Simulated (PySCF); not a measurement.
ClH₆NSSi₂, SMILES N[SiH2]S[SiH2]Cl.

Geometry: PBE-D3(BJ)/def2-SVP. This is a generated structure with no PubChem entry under its InChIKey; it may be hypothetical. Other conformers were not sampled.

Calculation: PBE-D3(BJ)/def2-SVP (PySCF 2.14.0).

Frequencies are harmonic and unscaled.

```json
[
 {"mode": "1", "ν (cm⁻¹)": "45", "IR (km/mol)": "1.2", "moving atoms (share of kinetic energy)": "Si 33 %, Cl 25 %, H 25 %, N 15 %"},
 {"mode": "2", "ν (cm⁻¹)": "80", "IR (km/mol)": "2.5", "moving atoms (share of kinetic energy)": "N 43 %, Cl 26 %, H 19 %, S 9 %"},
 {"mode": "3", "ν (cm⁻¹)": "119", "IR (km/mol)": "0.7", "moving atoms (share of kinetic energy)": "Si 46 %, H 22 %, S 18 %, Cl 14 %"},
 {"mode": "4", "ν (cm⁻¹)": "170", "IR (km/mol)": "4.3", "moving atoms (share of kinetic energy)": "Si 31 %, Cl 23 %, N 21 %, H 13 %, S 12 %"},
 {"mode": "5", "ν (cm⁻¹)": "234", "IR (km/mol)": "14.5", "moving atoms (share of kinetic energy)": "S 38 %, Si 22 %, N 18 %, H 15 %"},
 {"mode": "6", "ν (cm⁻¹)": "280", "IR (km/mol)": "21.2", "moving atoms (share of kinetic energy)": "H 93 %"},
 {"mode": "7", "ν (cm⁻¹)": "430", "IR (km/mol)": "18.6", "moving atoms (share of kinetic energy)": "Si 45 %, S 38 %, H 11 %"},
 {"mode": "8", "ν (cm⁻¹)": "475", "IR (km/mol)": "34.7", "moving atoms (share of kinetic energy)": "H 37 %, Si 36 %, S 17 %, Cl 10 %"},
 {"mode": "9", "ν (cm⁻¹)": "494", "IR (km/mol)": "52.9", "moving atoms (share of kinetic energy)": "H 45 %, Si 27 %, Cl 18 %, S 10 %"},
 {"mode": "10", "ν (cm⁻¹)": "524", "IR (km/mol)": "255.2", "moving atoms (share of kinetic energy)": "H 68 %, N 24 %"},
 {"mode": "11", "ν (cm⁻¹)": "538", "IR (km/mol)": "93.0", "moving atoms (share of kinetic energy)": "Si 48 %, S 21 %, H 17 %, Cl 14 %"},
 {"mode": "12", "ν (cm⁻¹)": "560", "IR (km/mol)": "40.9", "moving atoms (share of kinetic energy)": "H 70 %, Si 19 %, S 10 %"},
 {"mode": "13", "ν (cm⁻¹)": "680", "IR (km/mol)": "3.2", "moving atoms (share of kinetic energy)": "H 98 %"},
 {"mode": "14", "ν (cm⁻¹)": "737", "IR (km/mol)": "1.5", "moving atoms (share of kinetic energy)": "H 96 %"},
 {"mode": "15", "ν (cm⁻¹)": "806", "IR (km/mol)": "195.3", "moving atoms (share of kinetic energy)": "H 83 %, Si 10 %"},
 {"mode": "16", "ν (cm⁻¹)": "835", "IR (km/mol)": "4.4", "moving atoms (share of kinetic energy)": "H 60 %, N 32 %, Si 9 %"},
 {"mode": "17", "ν (cm⁻¹)": "863", "IR (km/mol)": "186.5", "moving atoms (share of kinetic energy)": "H 91 %, Si 8 %"},
 {"mode": "18", "ν (cm⁻¹)": "880", "IR (km/mol)": "164.5", "moving atoms (share of kinetic energy)": "H 60 %, Si 25 %, N 15 %"},
 {"mode": "19", "ν (cm⁻¹)": "901", "IR (km/mol)": "102.8", "moving atoms (share of kinetic energy)": "H 93 %"},
 {"mode": "20", "ν (cm⁻¹)": "906", "IR (km/mol)": "19.4", "moving atoms (share of kinetic energy)": "H 82 %, N 12 %"},
 {"mode": "21", "ν (cm⁻¹)": "1500", "IR (km/mol)": "32.2", "moving atoms (share of kinetic energy)": "H 90 %, N 10 %"},
 {"mode": "22", "ν (cm⁻¹)": "2175", "IR (km/mol)": "18.1", "moving atoms (share of kinetic energy)": "H 97 %"},
 {"mode": "23", "ν (cm⁻¹)": "2180", "IR (km/mol)": "113.9", "moving atoms (share of kinetic energy)": "H 97 %"},
 {"mode": "24", "ν (cm⁻¹)": "2200", "IR (km/mol)": "106.4", "moving atoms (share of kinetic energy)": "H 96 %"},
 {"mode": "25", "ν (cm⁻¹)": "2204", "IR (km/mol)": "87.4", "moving atoms (share of kinetic energy)": "H 96 %"},
 {"mode": "26", "ν (cm⁻¹)": "3463", "IR (km/mol)": "22.9", "moving atoms (share of kinetic energy)": "H 96 %"},
 {"mode": "27", "ν (cm⁻¹)": "3559", "IR (km/mol)": "37.6", "moving atoms (share of kinetic energy)": "H 92 %, N 8 %"}
]
```
